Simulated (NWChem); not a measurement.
System: C$_{3}$H$_{7}$NSi; SMILES C(/C=C)=N\[SiH3]

Input file for NWChem:

```
start job
memory heap 200 mb stack 900 mb global 1100 mb
geometry units angstroms noautoz
  C      0.682523     2.562325    -0.220697
  C     -0.452480     1.978968     0.184200
  C     -0.641384     0.514484     0.230907
  N      0.260691    -0.322124    -0.110665
  Si     0.069505    -2.057142    -0.067233
  H      1.527754     1.958026    -0.537942
  H      0.793513     3.642350    -0.244810
  H     -1.301608     2.581226     0.502844
  H     -1.637735     0.197162     0.589388
  H     -1.281577    -2.482883     0.419115
  H      0.279530    -2.595931    -1.436289
  H      1.106234    -2.630289     0.830211
end
basis spherical
  * library def2-tzvp
end
dft
  xc slater vwn_5
  iterations 150
  semidirect filesize 400000000
  mulliken
end
task dft energy
```

Structure relaxed at the B3LYP/6-31G* (spherical d) level.

Task: Give the results of this calculation. (LDA (Slater exchange, VWN5)/def2-TZVP.) Quantities: energy (Ha); highest occupied level (eV); orbital gap (eV); dipole (D).

Result: 
```yaml
energy (Ha): -460.10
highest occupied level (eV): -5.95
orbital gap (eV): 2.85
dipole (D): 1.56
```
